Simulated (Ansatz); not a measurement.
Molecule: tetrafluorogermane, GeF₄, charge 0, multiplicity 1. 
Geometry from a B3LYP-D3(BJ)/def2-TZVP (Ansatz, a program for electronic structure) optimisation:
SMILES: [F][Ge]([F])([F])[F]
```xyz
5

F      1.3242     0.6104    -0.8770
Ge     0.0000     0.0000     0.0000
F      0.5576    -1.0805     1.1903
F     -1.0535    -0.8160    -1.0581
F     -0.8283     1.2862     0.7448
```
Charge 0, spin multiplicity 1.

Property: atomisation energy (electronic, to ground-state atoms), in kcal/mol. Cores are frozen in the correlated levels unless marked. Open shells are spin-unrestricted. Spin-orbit coupling is left out. The frozen core is the preceding noble-gas configuration, with the filled d and f shells of earlier blocks. No relativistic terms. The coupled-cluster limit lacks core correlation, which all-electron functionals hold. CBS(X,Y): correlation extrapolated as X^-3; Hartree-Fock from the larger set (for Q and 5 zeta extrapolated as (X+1)exp(-9√X)).

| level | program | atomisation energy (kcal/mol) |
|---|---|---|
| PBE-D4/def2-TZVPD | Ansatz + dftd4 | 469.0 |
| BLYP/def2-TZVPD | Ansatz | 451.5 |
| revPBE/def2-TZVPD | Ansatz | 442.8 |
| r2SCAN/def2-TZVPD | Ansatz | 460.2 |
| B97M-V/def2-TZVPD | Ansatz | 459.8 |
| BHLYP-D4/def2-TZVPD | Ansatz + dftd4 | 421.6 |
| BHLYP/def2-TZVPD | Ansatz | 419.2 |

**Question.** Estimate the value at CCSD(T)/CBS(cc-pVQZ,cc-pV5Z) as computed with Ansatz.

**Answer.** 473.3 kcal/mol, so BHLYP/def2-TZVPD differs from it by -54.1 kcal/mol.
